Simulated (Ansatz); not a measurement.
The first iterations of a band of BrGeH3 + CH4 (10 atoms, charge 0, multiplicity 1).

Theory: Ansatz, RKS PBE0/def2-SVP.

* movable images: 6
* climbing image: no
* spring: 5.0 eV/Å²
* optimiser: quadratic models (default)
* start path: through a guess of the saddle point
* force threshold: 0.05 eV/Å
* iteration limit: 60
* end points: relaxed

Image 0:

```xyz
10
Properties=species:S:1:pos:R:3
Ge -0.508 -2.239 -0.029
Br 1.781 -1.906 0.083
H -0.820 -2.784 -1.430
H -0.878 -3.250 1.064
H -1.175 -0.878 0.209
H 0.909 1.285 0.083
C 0.320 2.210 0.021
H -0.448 2.213 0.806
H -0.163 2.274 -0.964
H 0.983 3.075 0.158
```

Image 7:

```xyz
10
Properties=species:S:1:pos:R:3
Ge -0.928 -0.587 -0.141
Br 3.243 -0.918 0.317
H -0.604 -1.271 -1.481
H -0.191 -1.365 0.978
H -2.439 -0.701 0.131
H 1.967 -1.346 0.787
C -0.347 1.274 -0.146
H -0.613 1.762 0.803
H -0.831 1.821 -0.968
H 0.743 1.331 -0.279
```

| iteration | highest image above the first end (eV) | largest band force component (eV/Å) |
| --- | --- | --- |
| 1 | 2.839 | 3.049 |
| 2 | 2.658 | 1.772 |
| 3 | 2.662 | 0.944 |

Q: Does the band converge within its limit, and where does its top end?

A: The run converged. It ended after 11 iterations with the highest image 2.501 eV above the first end. Neighbouring images differ by up to 1.3 eV, so the band resolves the path poorly. No image climbed, so the highest image needn't sit at the top of the path. The orbitals stay closed-shell, which can raise the energy where a bond breaks towards radicals; this wasn't checked here.

Time of the run: 2.7 min on 2 threads of Intel(R) Xeon(R) Platinum 8488C (Sapphire Rapids), with other jobs on the host, peak memory 0.31 GiB.
